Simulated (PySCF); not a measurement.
C3H11AlO, SMILES [CH3][Al]([CH3])([CH3])<-[OH2] (connectivity only; charge and spin as stated), neutral, multiplicity 1.

Geometry optimised at B3LYP-D3(BJ)/def2-SVP. The isomer is the one that the SMILES or the coordinates give; other isomers of the formula were not compared. One conformer was computed; it need not be the lowest.

Method: r2SCAN/def2-TZVP (PySCF).

The molecule is in vacuum.

### Question
Estimate the frontier levels, gap, dipole moment and polarisability. (An estimate is asked for; the answer gives what the named calculation found.)

### Answer

The highest occupied level is -5.88 eV, the lowest empty level is -0.57 eV and the orbital gap comes out as 5.31 eV. The dipole moment is 4.10 D and the quadrupole, principal values (traceless, Buckingham form, about the centre of nuclear charge) comes out as -9.20, -5.05, 14.25 D·Å. The mean static polarisability is 72.0 bohr³ (10.67 Å³) and the polarisability, principal values is 65.7, 74.7, 75.5 bohr³.
